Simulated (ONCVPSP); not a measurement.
Al (Z = 13): ONCV pseudisation with PBEsol, non-relativistic reference atom.

ONCVPSP 4.0.1 was run on this input:

```
# ATOM AND REFERENCE CONFIGURATION
# atsym  z   nc   nv     iexc    psfile
  Al 13.00    3    2  -116133      upf
#
#   n    l    f
    1    0    2.00
    2    0    2.00
    2    1    6.00
    3    0    2.00
    3    1    1.00
#
# PSEUDOPOTENTIAL AND OPTIMIZATION
# lmax
    2
#
#   l,   rc,      ep,       ncon, nbas, qcut
    0    2.05    0.00    4    7    4.10
    1    1.75    0.00    5    9    4.90
    2    1.70    0.02    4    7    5.50
#
# LOCAL POTENTIAL
# lloc, lpopt,  rc(5),   dvloc0
    4    5    1.65    3.00
#
# VANDERBILT-KLEINMAN-BYLANDER PROJECTORs
# l, nproj, debl
    0    2    3.40
    1    1    1.10
    2    2    2.60
#
# MODEL CORE CHARGE
# icmod, fcfact, rcfact
    0    0.00    0.00
#
# LOG DERIVATIVE ANALYSIS
# epsh1, epsh2, depsh
   -2.00    5.00    0.02
#
# OUTPUT GRID
# rlmax, drl
    6.00    0.01
#
# TEST CONFIGURATIONS
# ncnf
    4
# nvcnf
#   n    l    f
    2
    3    0    2.00
    3    1    0.00
#
    2
    3    0    1.00
    3    1    0.00
#
    2
    3    0    2.00
    3    1    0.50
#
    2
    3    0    1.00
    3    1    2.00
#
```

Command:

```bash
oncvpspnr.x < Al.dat > Al.out
```

Resulting log (shortened: citation, most of the input echo, consistency checks and plot data are left out):

```
ONCVPSP  (Optimized Norm-Conservinng Vanderbilt PSeudopotential)
scalar-relativistic version 4.0.1

#   n    l    f        energy (Ha)
    1    0    2.00    -5.5285074E+01
    2    0    2.00    -3.9469075E+00
    2    1    6.00    -2.5570050E+00
    3    0    2.00    -2.8269182E-01
    3    1    1.00    -9.9126024E-02

Reference configufation results
  iterations    25
  all-electron total energy (Ha)   -2.41738453D+02

Begin loop to  construct optimized pseudo wave functions
and semi-local pseudopoentials for all angular momenta

   Wellstate for l =  0  n =  5
     eigenvalue =   3.1173
     asymptotic potential =   3.6173
     half-point radius =  3.2868

Calculating optimized projector #   1

 for l=   0

    Fraction of norm inside rc  0.345261
    Optimizing pswf for qcut=   4.09 a_B^-1,  ecut=   8.37 Ha
    Residual kinetic energy error=  4.23D-05 Ha

    Energy error per electron        Cutoff
         Ha          eV             Ha
         0.01000     0.27211        3.63
         0.00100     0.02721        5.92
         0.00010     0.00272        7.67
         0.00001     0.00027       14.60

Calculating optimized projector #   2

 for l=   0

    Fraction of norm inside rc  0.163876
    Optimizing pswf for qcut=   4.09 a_B^-1,  ecut=   8.37 Ha
    Residual kinetic energy error=  5.73D-03 Ha

    Energy error per electron        Cutoff
         Ha          eV             Ha
         0.01000     0.27211        8.10
         0.00100     0.02721       10.31
         0.00010     0.00272       26.46
         0.00001     0.00027       34.57

Calculating optimized projector #   1

 for l=   1

    Fraction of norm inside rc  0.094204
    Optimizing pswf for qcut=   4.90 a_B^-1,  ecut=  12.03 Ha
    Residual kinetic energy error=  8.53D-04 Ha

    Energy error per electron        Cutoff
         Ha          eV             Ha
         0.01000     0.27211        1.38
         0.00100     0.02721       11.21
         0.00010     0.00272       71.83
         0.00001     0.00027       86.01

   Wellstate for l =  2  n =  3
     eigenvalue =   0.0200
     asymptotic potential =   0.5200
     half-point radius = 68.1588

   Wellstate for l =  2  n =  5
     eigenvalue =   2.6200
     asymptotic potential =   3.1200
     half-point radius =  3.7953

Calculating optimized projector #   1

 for l=   2

    Fraction of norm inside rc  0.000519
    Optimizing pswf for qcut=   5.49 a_B^-1,  ecut=  15.07 Ha
    Residual kinetic energy error=  1.53D-06 Ha

    Energy error per electron        Cutoff
         Ha          eV             Ha
         0.01000     0.27211        0.08
         0.00100     0.02721        0.86
         0.00010     0.00272        3.83
         0.00001     0.00027        9.79

Calculating optimized projector #   2

 for l=   2

    Fraction of norm inside rc  0.166880
    Optimizing pswf for qcut=   5.49 a_B^-1,  ecut=  15.07 Ha
    Residual kinetic energy error=  9.56D-03 Ha

    Energy error per electron        Cutoff
         Ha          eV             Ha
         0.01000     0.27211       14.94
         0.00100     0.02721       24.31
         0.00010     0.00272       62.99
         0.00001     0.00027       75.77

Construct Vanderbilt / Kleinmman-Bylander projectors

B matrix Hermiticity error, ll=   0
   1   2   -5.2986E-08

  Orthonormal projector coefficients  2.7730E+00  3.1390E-01

B matrix Hermiticity error, ll=   2
   1   2    3.6109E-10

  Orthonormal projector coefficients -5.3303E+00 -1.6718E+00

Pseudoatom total energy   -1.929288

Diagnostic tests using Vanderbilt-Kleinman-Bylander pseudopotentials
  1 or more projectors used as specified by nproj input data

   l    rcore       rmatch      e in        delta e   norm test  slope test

   0   2.0575555   2.1200274  -0.2826918   0.0000000   1.0000000   1.0000001
   0   2.0575555   2.1200274   3.1173082   0.0000001   1.0000000   1.0000000

   1   1.7506772   1.8038316  -0.0991260   0.0000000   1.0000000   1.0000000

   2   1.7092837   1.7611813   0.0200000  -0.0000000   1.0000000   1.0000000
   2   1.7092837   1.7611813   2.6200000   0.0000000   1.0000000   1.0000000

 Testing for bound ghosts
   n   l    E NL Schr. Eq   E Basis Diag.   E Cutoff

   1   0       -0.282692       -0.277760     44.06

   2   1       -0.099126       -0.047169     97.76

 Testing for highly-localized positive-energy ghosts
       l    <radius>/rc     E Basis Diag.   E Cutoff

       1        0.807509       18.373586     97.76  WARNING - GHOST(+)

       1        0.839029       32.982361     97.76  WARNING - GHOST(+)

       1        0.814636       51.451687     97.76  WARNING - GHOST(+)

       1        0.834846       93.274534     97.76  WARNING - GHOST(+)

Test configuration 0

   n   l     f        eae           eps        diff
   1   0  2.0000  -55.28507443
   2   0  2.0000   -3.94690746
   2   1  6.0000   -2.55700501
   3   0  2.0000   -0.28269182   -0.28269182    0.00D+00
   3   1  1.0000   -0.09912602   -0.09912602    0.00D+00

    Total energies and differences
      AE_ref= -2.41738453D+02  AE_tst= -2.41738453D+02  dif=  0.00D+00
      PS_ref= -1.92928843D+00  PS_tst= -1.92928843D+00  dif=  6.66D-16
      PSP excitation error= -6.66D-16

Test configuration 1

   n   l     f        eae           eps        diff
   1   0  2.0000  -55.59698127
   2   0  2.0000   -4.25327501
   2   1  6.0000   -2.86377399
   3   0  2.0000   -0.54200050   -0.54213940   -1.39D-04

    Total energies and differences
      AE_ref= -2.41738453D+02  AE_tst= -2.41527291D+02  dif=  2.11D-01
      PS_ref= -1.92928843D+00  PS_tst= -1.71804213D+00  dif=  2.11D-01
      PSP excitation error= -8.44D-05

Test configuration 2

   n   l     f        eae           eps        diff
   1   0  2.0000  -56.06059032
   2   0  2.0000   -4.70298040
   2   1  6.0000   -3.31350943
   3   0  1.0000   -0.86757068   -0.86565821    1.91D-03

    Total energies and differences
      AE_ref= -2.41738453D+02  AE_tst= -2.40824014D+02  dif=  9.14D-01
      PS_ref= -1.92928843D+00  PS_tst= -1.01528519D+00  dif=  9.14D-01
      PSP excitation error=  4.36D-04

Test configuration 3

   n   l     f        eae           eps        diff
   1   0  2.0000  -55.42801075
   2   0  2.0000   -4.08794572
   2   1  6.0000   -2.69820002
   3   0  2.0000   -0.40546904   -0.40551957   -5.05D-05
   3   1  0.5000   -0.20894051   -0.20900976   -6.92D-05

    Total energies and differences
      AE_ref= -2.41738453D+02  AE_tst= -2.41662085D+02  dif=  7.64D-02
      PS_ref= -1.92928843D+00  PS_tst= -1.85290588D+00  dif=  7.64D-02
      PSP excitation error= -1.41D-05

Test configuration 4

   n   l     f        eae           eps        diff
   1   0  2.0000  -55.35323862
   2   0  2.0000   -4.01340557
   2   1  6.0000   -2.62302695
   3   0  1.0000   -0.31237597   -0.31190252    4.73D-04
   3   1  2.0000   -0.12226102   -0.12220583    5.52D-05

    Total energies and differences
      AE_ref= -2.41738453D+02  AE_tst= -2.41551515D+02  dif=  1.87D-01
      PS_ref= -1.92928843D+00  PS_tst= -1.74254360D+00  dif=  1.87D-01
      PSP excitation error=  1.94D-04
```

oncvpspnr.x prints “scalar-relativistic version” in its banner although the run is non-relativistic.

The run took about 2.6 s on one core of a shared server CPU.
